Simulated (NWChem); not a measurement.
System: C2H6Be; SMILES [CH3][Be][CH3]

Input file for NWChem:

```
start job
memory heap 200 mb stack 900 mb global 1100 mb
geometry units angstroms noautoz
  Be     0.000002     0.000002     0.000000
  C     -0.000001     0.000001     1.680298
  H     -0.912929     0.460060     2.099583
  H      0.854885     0.560588     2.099586
  H      0.058041    -1.020648     2.099579
  C      0.000003    -0.000001    -1.680298
  H     -1.021909     0.028133    -2.099576
  H      0.486593    -0.899067    -2.099583
  H      0.535320     0.870931    -2.099586
end
basis spherical
  * library def2-tzvp
end
dft
  xc xtpss03 ctpss03
  iterations 150
  mulliken
end
task dft energy
```

Parts of the log:

```
             Northwest Computational Chemistry Package (NWChem) 7.3.0
             --------------------------------------------------------

 D3  symmetry detected

                             Geometry "geometry" -> ""
                             -------------------------

 Output coordinates in angstroms (scale by  1.889725989 to convert to a.u.)

  No.       Tag          Charge          X              Y              Z
 ---- ---------------- ---------- -------------- -------------- --------------
    1 Be                   4.0000     0.00000000     0.00000000     0.00000000
    2 C                    6.0000    -0.00000000     0.00000000     1.68029800
    3 H                    1.0000    -0.90609304     0.47337508     2.09958217
    4 H                    1.0000     0.86300137     0.54801205     2.09958217
    5 H                    1.0000     0.04309167    -1.02138713     2.09958217
    6 C                    6.0000     0.00000000    -0.00000000    -1.68029800
    7 H                    1.0000    -1.02138713     0.04309167    -2.09958217
    8 H                    1.0000     0.47337508    -0.90609304    -2.09958217
    9 H                    1.0000     0.54801205     0.86300137    -2.09958217

 Effective nuclear repulsion energy (a.u.)      51.1980656212

      Symmetry information
      --------------------

 Group name             D3
 Group number             12
 Group order               6
 No. of unique centers     3

                                 NWChem DFT Module
                                 -----------------

 Summary of "ao basis" -> "ao basis" (spherical)
 ------------------------------------------------------------------------------
       Tag                 Description            Shells   Functions and Types
 ---------------- ------------------------------  ------  ---------------------
 Be                        def2-tzvp                 9       19   5s3p1d
 C                         def2-tzvp                11       31   5s3p2d1f
 H                         def2-tzvp                 4        6   3s1p

      Symmetry analysis of basis
      --------------------------

        a1         25
        a2         22
        e          70

  Rotation of axis

            General Information
            -------------------
          SCF calculation type: DFT
          Wavefunction type:  closed shell.
          No. of atoms     :     9
          No. of electrons :    22
           Alpha electrons :    11
            Beta electrons :    11
          Charge           :     0
          Spin multiplicity:     1
          Use of symmetry is: on ; symmetry adaption is: on
          Maximum number of iterations: 150
          AO basis - number of functions:   117
                     number of shells:    55
          Convergence on energy requested:  1.00D-06
          Convergence on density requested:  1.00D-05
          Convergence on gradient requested:  5.00D-04

              XC Information
              --------------
                  TPSS metaGGA Exchange Functional  1.000
             TPSS03 metaGGA Correlation Functional  1.000

             Grid Information
             ----------------
          Grid used for XC integration:  medium
          Radial quadrature: Mura-Knowles
          Angular quadrature: Lebedev.
          Tag              B.-S. Rad. Rad. Pts. Rad. Cut. Ang. Pts.
          ---              ---------- --------- --------- ---------
          Be                  1.05       49           9.0       434
          C                   0.70       49          11.0       434
          H                   0.35       45          12.0       434
          Grid pruning is: on
          Number of quadrature shells:   143
          Spatial weights used:  Erf1

      Superposition of Atomic Density Guess
      -------------------------------------

 Sum of atomic energies:         -92.91409148

      Non-variational initial energy
      ------------------------------

 Total energy =     -94.411070
 1-e energy   =    -223.297896
 2-e energy   =      77.688761
 HOMO         =      -0.354035
 LUMO         =      -0.002213

      Symmetry analysis of molecular orbitals - initial
      -------------------------------------------------

  Numbering of irreducible representations:

     1 a1          2 a2          3 e

  Orbital symmetries:

     1 a1          2 a2          3 a1          4 a1          5 a2
     6 e           7 e           8 e           9 e          10 a1
    11 a2         12 a1         13 e          14 e          15 a2
    16 a1         17 e          18 e          19 e          20 e
    21 a1

     ---------------------------------------------
      Total Density - Mulliken Population Analysis
     ---------------------------------------------

    Atom       Charge   Shell Charges
 -----------   ------   -------------------------------------------------------
    1 Be   4     3.56   1.02  0.96  0.48  0.36  0.02  0.58  0.01  0.07  0.06
    2 C    6     6.77   0.86  1.12  0.56  0.70  0.07  1.33  1.61  0.52  0.01  0.01  0.00
    3 H    1     0.82   0.23  0.43  0.13  0.02
    4 H    1     0.82   0.23  0.43  0.13  0.02
    5 H    1     0.82   0.23  0.43  0.13  0.02
    6 C    6     6.77   0.86  1.12  0.56  0.70  0.07  1.33  1.61  0.52  0.01  0.01  0.00
    7 H    1     0.82   0.23  0.43  0.13  0.02
    8 H    1     0.82   0.23  0.43  0.13  0.02
    9 H    1     0.82   0.23  0.43  0.13  0.02

   convergence    iter        energy       DeltaE   RMS-Dens  Diis-err
 ---------------- ----- ----------------- --------- --------- ---------
 d= 0,ls=0.0,diis     1    -94.5932811297 -1.46D+02  4.85D-03  3.02D-01
 d= 0,ls=0.0,diis     2    -94.6117466876 -1.85D-02  2.30D-03  1.25D-01
 d= 0,ls=0.0,diis     3    -94.6227743513 -1.10D-02  9.34D-04  4.10D-02
 d= 0,ls=0.0,diis     4    -94.6280684326 -5.29D-03  4.58D-05  1.28D-05
 d= 0,ls=0.0,diis     5    -94.6280701852 -1.75D-06  1.56D-05  5.10D-06
 d= 0,ls=0.0,diis     6    -94.6280710971 -9.12D-07  1.57D-06  2.94D-08

         Total DFT energy =      -94.628071097064
      One electron energy =     -226.882536755470
           Coulomb energy =       97.063601431654
    Exchange-Corr. energy =      -16.007201394432
 Nuclear repulsion energy =       51.198065621183

 Numeric. integr. density =       22.000003144743

                  Occupations of the irreducible representations
                  ----------------------------------------------

                     irrep           alpha         beta
                     --------     --------     --------
                     a1                4.0          4.0
                     a2                3.0          3.0
                     e                 4.0          4.0

                       DFT Final Molecular Orbital Analysis
                       ------------------------------------

 Vector    9  Occ=2.000000D+00  E=-3.383514D-01  Symmetry=e
              MO Center=  7.2D-02,  1.8D-01, -2.5D-13, r^2= 4.8D+00
   Bfn.  Coefficient  Atom+Function         Bfn.  Coefficient  Atom+Function
  ----- ------------  ---------------      ----- ------------  ---------------
    25      0.187011  2 C  px                74     -0.186208  6 C  px
    58      0.177801  4 H  s                113     -0.161711  9 H  s
   101      0.144929  7 H  s                 28      0.141336  2 C  px
    77     -0.139490  6 C  px                75     -0.122938  6 C  py
    26      0.121713  2 C  py                57      0.121439  4 H  s

 Vector   10  Occ=2.000000D+00  E=-2.795726D-01  Symmetry=a1
              MO Center= -1.4D-15, -4.8D-15, -1.0D-14, r^2= 3.1D+00
   Bfn.  Coefficient  Atom+Function         Bfn.  Coefficient  Atom+Function
  ----- ------------  ---------------      ----- ------------  ---------------
     3      0.255149  1 Be s                 27     -0.223047  2 C  pz
    76      0.223047  6 C  pz                 4      0.193889  1 Be s
    30     -0.192212  2 C  pz                79      0.192212  6 C  pz
     2     -0.161266  1 Be s                 33     -0.122151  2 C  pz
    82      0.122151  6 C  pz                 1     -0.097405  1 Be s

 Vector   11  Occ=2.000000D+00  E=-2.505909D-01  Symmetry=a2
              MO Center= -1.0D-15,  3.7D-17,  1.1D-14, r^2= 3.2D+00
   Bfn.  Coefficient  Atom+Function         Bfn.  Coefficient  Atom+Function
  ----- ------------  ---------------      ----- ------------  ---------------
     8      0.410566  1 Be pz                27      0.258326  2 C  pz
    76      0.258326  6 C  pz                30      0.195914  2 C  pz
    79      0.195914  6 C  pz                14     -0.134688  1 Be pz
    33      0.088118  2 C  pz                82      0.088118  6 C  pz
    24      0.082111  2 C  s                 73     -0.082111  6 C  s

 Vector   12  Occ=0.000000D+00  E=-1.193185D-02  Symmetry=a1
              MO Center= -5.4D-14,  1.0D-14, -2.3D-14, r^2= 1.0D+01
   Bfn.  Coefficient  Atom+Function         Bfn.  Coefficient  Atom+Function
  ----- ------------  ---------------      ----- ------------  ---------------
     5      1.788240  1 Be s                  4     -1.435166  1 Be s
    17     -0.224633  1 Be d  0              24     -0.192757  2 C  s
    73     -0.192757  6 C  s                  3      0.170108  1 Be s
    33     -0.158199  2 C  pz                82      0.158199  6 C  pz
    22     -0.133093  2 C  s                 71     -0.133093  6 C  s

[...]
```

Level: TPSS/def2-TZVP. The geometry was optimised at PBE0/def2-SVP.
